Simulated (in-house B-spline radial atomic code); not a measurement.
## Binding energies in Pd XXIII (Pd22+)

NIST's tabulated ground configuration is [Ar] 3d6; each binding energy is the energy of the ion with one electron taken from that subshell, relaxed, less that of the parent. Computed with an all-electron radial atomic-structure program (B-spline basis): Dirac-Hartree-Fock, average of configuration, Fermi nucleus of rms radius 4.5318 fm. Energies include first-order Breit, QED and recoil terms.

| subshell | X-ray name | binding energy (eV) | -ε (eV) | relaxation (eV) |
| --- | --- | --- | --- | --- |
| 1s | K | 25182 | 25296.0 | 40.4 |
| 2s | L1 | 4424.1 | 4445.7 | 14.1 |
| 2p1/2 | L2 | 4149.4 | 4173.4 | 16.7 |
| 2p3/2 | L3 | 3991.1 | 4012.1 | 15.9 |
| 3s | M1 | 1387.2 | 1390.7 | 2.0 |
| 3p1/2 | M2 | 1277.9 | 1281.5 | 2.3 |
| 3p3/2 | M3 | 1246.1 | 1249.1 | 2.1 |
| 3d | M4,5 | 1072.5 | 1075.6 | 2.8 |

Relaxation = -ε minus the binding energy without Breit, QED and recoil terms.

Emission lines follow as differences of binding energies, with λ = 12398.42 eV·Å / E:

```csv
line,holes,energy (eV),wavelength (Å)
K-L3,1s → 2p3/2,21190.9,0.58508
K-L2,1s → 2p1/2,21032.6,0.58949
K-M3,1s → 3p3/2,23935.9,0.51798
L1-M3,2s → 3p3/2,3178.0,3.9013
L3-M1,2p3/2 → 3s,2603.9,4.7615
```

(1) What screening constant σ does Moseley's law, E = (3/4)·13.6057 eV·(Z - σ)², need for K-L3?

Moseley's non-relativistic formula needs a falling, then negative, screening constant for heavy elements, because relativity binds the 1s electron more strongly than the formula allows.

(2) What does it cost to remove both a 3s and a 3d electron?

(3) What does it cost to remove both a 2p3/2 and a 3p1/2 electron?

(4) What does it cost to remove two 1s electrons?

Results:

(1) σ = 0.43.

(2) 2523.4 eV, which is 63.67 eV more than the two single binding energies together.

(3) 5350.7 eV, which is 81.72 eV more than the two single binding energies together.

(4) 51127 eV, which is 762.9 eV more than the two single binding energies together.
